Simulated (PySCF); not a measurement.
## Magnetisability: `C[Si@@H](Cl)OC=O`, C₂H₅ClO₂Si

Cartesian coordinates in Å; atom numbers follow the order of the lines, from 1:
```xyz
11

C    -2.102    1.860    1.733
Si   -0.995    2.877    0.656
Cl   -1.375    4.881    0.938
O     0.644    2.731    1.159
C     1.255    1.563    1.004
O     0.732    0.580    0.555
H    -3.157    2.025    1.464
H    -1.967    2.138    2.790
H    -1.861    0.794    1.607
H    -1.076    2.591   -0.795
H     2.311    1.612    1.340
```

Computed with GIAO PBE/pcSseg-1 magnetisability, rotational g tensor and spin-rotation constants, non-relativistic, gas phase (PySCF 2.14.0). Geometry: PBE0-D3(BJ)/def2-SVP.

(1) What are the magnetisability and the molar susceptibility?

(2) Split it along the inertial axes a, b, c into diamagnetic and paramagnetic parts about the centre of mass, with the quadrupole moment.

(3) And the rotational g tensor?

## Answers

(1) Isotropic -1102 × 10⁻³⁰ J/T², or -66.3 × 10⁻⁶ cm³/mol; principal values -1158, -1090, -1057 × 10⁻³⁰ J/T², anisotropy 89 × 10⁻³⁰ J/T² (root of half the summed squared differences of the principal values). The susceptibility is in cgs units.

(2) 
```
axis  χ (10⁻⁶ cm³/mol)  diamagnetic (10⁻⁶ cm³/mol)  paramagnetic (10⁻⁶ cm³/mol)  summed x² of all electrons (Å²)  quadrupole Θ (D Å)
   a             -65.5                      -371.4                        305.9                            184.1               -8.00
   b             -66.4                      -874.7                        808.3                             65.5               +5.67
   c             -67.2                     -1058.7                        991.5                             22.1               +2.33
```
Anisotropies 2χaa − χbb − χcc = +2.7 and 2χbb − χaa − χcc = -0.2 × 10⁻⁶ cm³/mol. Θ is traceless in Buckingham's convention.

(3) 
| axis | rotational constant (GHz) | g | nuclear part | electronic part |
| --- | --- | --- | --- | --- |
| a | 4.5711 | -0.0416 | 0.6154 | -0.6570 |
| b | 1.4101 | -0.0175 | 0.5179 | -0.5355 |
| c | 1.1645 | -0.0130 | 0.5295 | -0.5424 |

Asymmetric top; isotopes 12C, 35Cl, 1H, 16O, 28Si; no vibrational averaging.
